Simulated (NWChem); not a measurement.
All runs are NWChem calculations. System: H4SSi2, charge 0, spin multiplicity 3, at the geometry of a parent with another charge or spin, in a state set for the comparison that need not be this species' ground state. Its SCF solution wasn't tested for a lower state. Level: ROCCSD(T)/def2-SVP, 15 core orbitals frozen.

Job file:

```
start mol
memory heap 100 mb stack 700 mb global 1900 mb
geometry units angstroms nocenter noautoz
  Si    -0.602984    -0.940358     0.000000
  S     -1.262082     1.103991     0.000000
  H     -2.600979     0.871190     0.000000
  Si     1.744023    -0.329774     0.000000
  H      2.042906     1.135950     0.000000
  H      2.388423    -0.944578    -1.204182
  H      2.388423    -0.944578     1.204182
  symmetry group Cs
end
basis spherical
  * library def2-svp
end
scf
  rohf
  nopen 2
  maxiter 100
  thresh 1e-7
  semidirect memsize 60000000 filesize 0
  # guess.movecs holds the orbitals of an unrestricted PBE0 run
  vectors input guess.movecs output mol.movecs
end
tce
  freeze core 15
  ccsd(t)
  2eorb
  2emet 13
  thresh 1e-6
  maxiter 100
  tilesize 24
end
task tce energy
```

Output (cleaned and shortened):

```
             Northwest Computational Chemistry Package (NWChem) 7.3.0
             --------------------------------------------------------

                                NWChem Input Module
                                -------------------

 Scaling coordinates for geometry "geometry" by  1.889725989
 (inverse scale =  0.529177249)

 Turning off AUTOSYM since
 SYMMETRY directive was detected!

                             Geometry "geometry" -> ""
                             -------------------------

 Output coordinates in angstroms (scale by  1.889725989 to convert to a.u.)

  No.       Tag          Charge          X              Y              Z
 ---- ---------------- ---------- -------------- -------------- --------------
    1 Si                  14.0000    -0.60298400    -0.94035800     0.00000000
    2 S                   16.0000    -1.26208200     1.10399100     0.00000000
    3 H                    1.0000    -2.60097900     0.87119000     0.00000000
    4 Si                  14.0000     1.74402300    -0.32977400     0.00000000
    5 H                    1.0000     2.04290600     1.13595000     0.00000000
    6 H                    1.0000     2.38842300    -0.94457800    -1.20418200
    7 H                    1.0000     2.38842300    -0.94457800     1.20418200

 Effective nuclear repulsion energy (a.u.)     173.2206788890

            Nuclear Dipole moment (a.u.)
            ----------------------------
        X                 Y               Z
 ---------------- ---------------- ----------------
     0.0000132281    -0.0000151178     0.0000000000

      Symmetry information
      --------------------

 Group name             Cs
 Group number              2
 Group order               2
 No. of unique centers     6

      Symmetry unique atoms

     1    2    3    4    5    6


 Summary of "ao basis" -> "" (spherical)
 ------------------------------------------------------------------------------
       Tag                 Description            Shells   Functions and Types
 ---------------- ------------------------------  ------  ---------------------
[...]
 pwtce:      F
 qducc:      F
 nacto:                         0
 nrotv:                         0
 nrot:                          0

            Memory Information
            ------------------
          Available GA space size is     249025848 doubles
          Available MA space size is     104854260 doubles

 Maximum block size supplied by input
 Maximum block size        24 doubles

 tile_dim =     17

 -------------------------------------------------
   1    alpha     a'     6 doubles       0       1
   2    alpha     a'     1 doubles       6       2
   3    alpha     a"     2 doubles       7       3
   4    alpha     a"     1 doubles       9       4
   5    beta      a'     6 doubles      10       5
   6    beta      a"     2 doubles      16       6
   7    alpha     a'    16 doubles      18       7
   8    alpha     a'    17 doubles      34       8
   9    alpha     a"    16 doubles      51       9
  10    beta      a'     1 doubles      67      10
  11    beta      a'    16 doubles      68      11
  12    beta      a'    17 doubles      84      12
  13    beta      a"     1 doubles     101      13
  14    beta      a"    16 doubles     102      14

 Global array virtual files algorithm will be used

 Parallel file system coherency ......... OK

 4-electron integrals stored in orbital form

 v2    file size   =          1503241
 4-index algorithm nr.  13 is used
 imaxsize =       30
 imaxsize ichop =        0


CCSD iterations
 ---------------------------------------------------------
 Iter          Residuum       Correlation     Cpu    Wall
 ---------------------------------------------------------
    1   0.1474541110523  -0.3049819487376     1.2     1.2
    2   0.0420643901180  -0.3394090622408     1.2     1.2
    3   0.0158074066944  -0.3475985301170     1.2     1.2
    4   0.0064882583160  -0.3501101232156     1.2     1.2
    5   0.0036971068039  -0.3509194516537     1.2     1.2
    6   0.0018470343668  -0.3514226799777     1.2     1.2
    7   0.0011056363133  -0.3515438696783     1.2     1.2
    8   0.0008285223002  -0.3515542619284     1.2     1.2
    9   0.0005852347932  -0.3515827286094     1.2     1.2
   10   0.0005037953129  -0.3515834389961     1.2     1.2
   11   0.0001120864208  -0.3516072671365     1.2     1.2
   12   0.0000706876141  -0.3516162403738     1.2     1.2
   13   0.0000420292239  -0.3516153984007     1.2     1.2
   14   0.0000317451316  -0.3516154713464     1.2     1.2
   15   0.0000214591776  -0.3516149816959     1.2     1.2
   16   0.0000080380485  -0.3516139420934     1.2     1.2
   17   0.0000044886118  -0.3516146873242     1.2     1.2
   18   0.0000033612232  -0.3516148128303     1.2     1.2
   19   0.0000021535370  -0.3516149303859     1.2     1.2
   20   0.0000018974552  -0.3516149669001     1.1     1.1
   21   0.0000005824688  -0.3516150637032     1.0     1.0
 -----------------------------------------------------------------
 Iterations converged
 CCSD correlation energy / hartree =        -0.351615063703217
 CCSD total energy / hartree       =      -977.704000405708371

 Singles contributions

 Doubles contributions
 CCSD(T)
 Using plain CCSD(T) code
             total no. of tasks          740
 total no. of tasks / no. procs          740
                         wl_min            8           1.4
                         wl_max      1061208          10.1
        thresh for no. of tasks          740

 CCSD[T]  correction energy / hartree =        -0.011704651969747
 CCSD[T] correlation energy / hartree =        -0.363319715672964
 CCSD[T] total energy / hartree       =      -977.715705057678065
 CCSD(T)  correction energy / hartree =        -0.011268799179851
 CCSD(T) correlation energy / hartree =        -0.362883862883068
 CCSD(T) total energy / hartree       =      -977.715269204888273

 Task  times  cpu:       47.6s     wall:       47.6s

 Total times  cpu:       47.6s     wall:       47.6s
```
